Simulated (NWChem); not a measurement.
The numbers come from NWChem runs, not from measurements. System: H₄AsSi, charge 0, spin multiplicity 2, at a geometry optimised with UPBE0/def2-SVP. The structure started from a generated list of species. Its SCF solution wasn't tested for a lower state. Level: UCCSD(T)/def2-SVP, 14 core orbitals frozen.

Job file:

```
start mol
memory heap 100 mb stack 700 mb global 1900 mb
geometry units angstroms nocenter noautoz noautosym
  Si    -1.441538    -0.564650     0.044795
  As     0.745509     0.340537    -0.025764
  H     -1.648913    -1.354973     1.298502
  H     -2.432895     0.552271     0.008146
  H     -1.680566    -1.461880    -1.128911
  H      1.342111    -1.068030     0.045358
end
basis spherical
  * library def2-svp
end
scf
  uhf
  nopen 1
  maxiter 100
  thresh 1e-7
  semidirect memsize 60000000 filesize 0
  # guess.movecs holds the orbitals of an unrestricted PBE0 run
  vectors input guess.movecs output mol.movecs
end
tce
  freeze core 14
  ccsd(t)
  thresh 1e-6
  maxiter 100
  tilesize 24
end
task tce energy
```

NWChem printed:

```
             Northwest Computational Chemistry Package (NWChem) 7.3.0
             --------------------------------------------------------

                                NWChem Input Module
                                -------------------

 Scaling coordinates for geometry "geometry" by  1.889725989
 (inverse scale =  0.529177249)

                             Geometry "geometry" -> ""
                             -------------------------

 Output coordinates in angstroms (scale by  1.889725989 to convert to a.u.)

  No.       Tag          Charge          X              Y              Z
 ---- ---------------- ---------- -------------- -------------- --------------
    1 Si                  14.0000    -1.44153800    -0.56465000     0.04479500
    2 As                  33.0000     0.74550900     0.34053700    -0.02576400
    3 H                    1.0000    -1.64891300    -1.35497300     1.29850200
    4 H                    1.0000    -2.43289500     0.55227100     0.00814600
    5 H                    1.0000    -1.68056600    -1.46188000    -1.12891100
    6 H                    1.0000     1.34211100    -1.06803000     0.04535800

 Effective nuclear repulsion energy (a.u.)     149.5656865938

            Nuclear Dipole moment (a.u.)
            ----------------------------
        X                 Y               Z
 ---------------- ---------------- ----------------
     0.0000037795     0.0000170075     0.0000245664


 Summary of "ao basis" -> "" (spherical)
 ------------------------------------------------------------------------------
       Tag                 Description            Shells   Functions and Types
 ---------------- ------------------------------  ------  ---------------------
 *                          def2-svp                  on all atoms

 Summary of "ao basis" -> "ao basis" (spherical)
 ------------------------------------------------------------------------------
       Tag                 Description            Shells   Functions and Types
 ---------------- ------------------------------  ------  ---------------------
 Si                         def2-svp                 8       18   4s3p1d
 As                         def2-svp                12       32   5s4p3d
 H                          def2-svp                 3        5   2s1p

                                 NWChem SCF Module
                                 -----------------

  ao basis        = "ao basis"
  functions       =    70
  atoms           =     6
  alpha electrons =    26
  beta  electrons =    25
  charge          =   0.00
  wavefunction    = UHF
  use symmetry    = F
  symmetry adapt  = F

 Summary of "ao basis" -> "ao basis" (spherical)
 ------------------------------------------------------------------------------
       Tag                 Description            Shells   Functions and Types
 ---------------- ------------------------------  ------  ---------------------
 Si                         def2-svp                 8       18   4s3p1d
 As                         def2-svp                12       32   5s4p3d
 H                          def2-svp                 3        5   2s1p

 Forming initial guess at       0.0s

 Starting SCF solution at       0.0s

 ----------------------------------------------
         Quadratically convergent UHF

 Convergence threshold     :          1.000E-07
 Maximum no. of iterations :          100
 Integral*density screening:          1.000E-09
 ----------------------------------------------

              iter       energy          gnorm     gmax       time
[...]
   -------------------------------------

    Atom       Charge   Shell Charges
 -----------   ------   -------------------------------------------------------
    1 Si  14     6.78   1.00  1.00  0.49  0.10  2.97  0.63  0.51  0.09
    2 As  33    16.00   1.00  1.00  1.00  0.65  0.25  3.00  2.99  0.52  0.56  4.10  0.88  0.06
    3 H    1     0.55   0.36  0.19  0.01
    4 H    1     0.56   0.37  0.19  0.01
    5 H    1     0.55   0.36  0.19  0.01
    6 H    1     0.55   0.36  0.18  0.01

   Mulliken analysis of the spin density
   -------------------------------------

    Atom       Charge   Shell Charges
 -----------   ------   -------------------------------------------------------
    1 Si  14    -0.07  -0.00 -0.00 -0.01 -0.01 -0.00 -0.03 -0.03  0.01
    2 As  33     1.10   0.00  0.00  0.00 -0.00  0.06  0.00  0.00  0.42  0.61 -0.01  0.01  0.01
    3 H    1     0.02   0.01  0.01 -0.00
    4 H    1    -0.00  -0.00 -0.00 -0.00
    5 H    1     0.02   0.01  0.01 -0.00
    6 H    1    -0.06  -0.03 -0.03  0.00

       Multipole analysis of the density wrt the origin
       ------------------------------------------------

     L   x y z        total         alpha         beta         nuclear
     -   - - -        -----         -----         ----         -------
     0   0 0 0     -0.000000    -26.000000    -25.000000     51.000000

     1   1 0 0     -0.094985     -0.701391      0.606402      0.000004
     1   0 1 0     -0.182988     -0.361264      0.178259      0.000017
     1   0 0 1      0.011408      0.027007     -0.015623      0.000025

     2   2 0 0    -26.717441   -123.288518   -120.180965    216.752043
     2   1 1 0     -0.862224    -39.656551    -38.652453     77.446780
     2   1 0 1      0.053158      3.150745      3.118646     -6.216233
     2   0 2 0    -26.609699    -38.579961    -36.986212     48.956473
     2   0 1 1      0.044093      1.363180      1.525927     -2.845014
     2   0 0 2    -25.943852    -20.700319    -16.001965     10.758432

                   NWChem Extensible Many-Electron Theory Module
                   ---------------------------------------------


            General Information
            -------------------
      Number of processors :     1
         Wavefunction type : Unrestricted Hartree-Fock
          No. of electrons :    51
           Alpha electrons :    26
            Beta electrons :    25
           No. of orbitals :   140
            Alpha orbitals :    70
             Beta orbitals :    70
        Alpha frozen cores :    14
         Beta frozen cores :    14
     Alpha frozen virtuals :     0
      Beta frozen virtuals :     0
         Spin multiplicity : doublet
    Number of AO functions :    70
       Number of AO shells :    32
        Use of symmetry is : off
      Symmetry adaption is : off
         Schwarz screening : 0.10D-09

          Correlation Information
          -----------------------
          Calculation type : Coupled-cluster singles & doubles w/ perturbation
   Perturbative correction : (T)
            Max iterations :      100
        Residual threshold : 0.10D-05
     T(0) DIIS level shift : 0.00D+00
     L(0) DIIS level shift : 0.00D+00
     T(1) DIIS level shift : 0.00D+00
     L(1) DIIS level shift : 0.00D+00
     T(R) DIIS level shift : 0.00D+00
     T(I) DIIS level shift : 0.00D+00
   CC-T/L Amplitude update :  5-th order DIIS
                I/O scheme : Global Array Library
        L-threshold :  0.10D-05
        EOM-threshold :  0.10D-05
 no EOMCCSD initial starts read in
 TCE RESTART OPTIONS
 SLICE:      F
 D4D5:       F
 quantumc:   F
 qrotation:  F
 pwtce:      F
 qducc:      F
 nacto:                         0
 nrotv:                         0
 nrot:                          0

            Memory Information
            ------------------
          Available GA space size is     249027000 doubles
          Available MA space size is     104852820 doubles

 Maximum block size supplied by input
 Maximum block size        24 doubles

 tile_dim =     23

 -------------------------------------------------

 Global array virtual files algorithm will be used

 Parallel file system coherency ......... OK


 half-transformed integrals in memory

 2-e (intermediate) file size =        36235500
 2-e (intermediate) file name = ./mol.v2i

 2-e integrals stored in memory



CCSD iterations
 ---------------------------------------------------------
 Iter          Residuum       Correlation     Cpu    Wall
 ---------------------------------------------------------
    1   0.1707224910544  -0.3197481446711     0.3     0.3
    2   0.0410766402393  -0.3410904400153     0.3     0.3
    3   0.0148930870256  -0.3495168245160     0.3     0.3
    4   0.0062864863761  -0.3514306417012     0.3     0.3
    5   0.0030181473727  -0.3522616744964     0.3     0.3
    6   0.0009500638292  -0.3527325914697     0.3     0.3
    7   0.0005165874500  -0.3527852588083     0.3     0.3
    8   0.0003241215447  -0.3527934066632     0.3     0.3
    9   0.0002096325953  -0.3527959073720     0.3     0.3
   10   0.0001368893914  -0.3527986673450     0.3     0.3
   11   0.0000161676179  -0.3528035634269     0.3     0.3
   12   0.0000080164190  -0.3528042889121     0.3     0.3
   13   0.0000048015840  -0.3528044887065     0.3     0.3
   14   0.0000029871306  -0.3528044765498     0.3     0.3
   15   0.0000018953580  -0.3528044651970     0.3     0.3
   16   0.0000003329929  -0.3528043937885     0.3     0.3
 -----------------------------------------------------------------
 Iterations converged
 CCSD correlation energy / hartree =        -0.352804393788473
 CCSD total energy / hartree       =     -2525.431870493360293

 Singles contributions

 Doubles contributions
 CCSD(T)
 Using plain CCSD(T) code
             total no. of tasks           20
 total no. of tasks / no. procs           20
                         wl_min     14172488          15.6
                         wl_max     18399744          16.2
        thresh for no. of tasks           20

 CCSD[T]  correction energy / hartree =        -0.009634354950976
 CCSD[T] correlation energy / hartree =        -0.362438748739450
 CCSD[T] total energy / hartree       =     -2525.441504848311070
 CCSD(T)  correction energy / hartree =        -0.009073326066060
 CCSD(T) correlation energy / hartree =        -0.361877719854533
 CCSD(T) total energy / hartree       =     -2525.440943819426138

 Task  times  cpu:       47.0s     wall:       47.0s

 Total times  cpu:       47.0s     wall:       47.0s
```
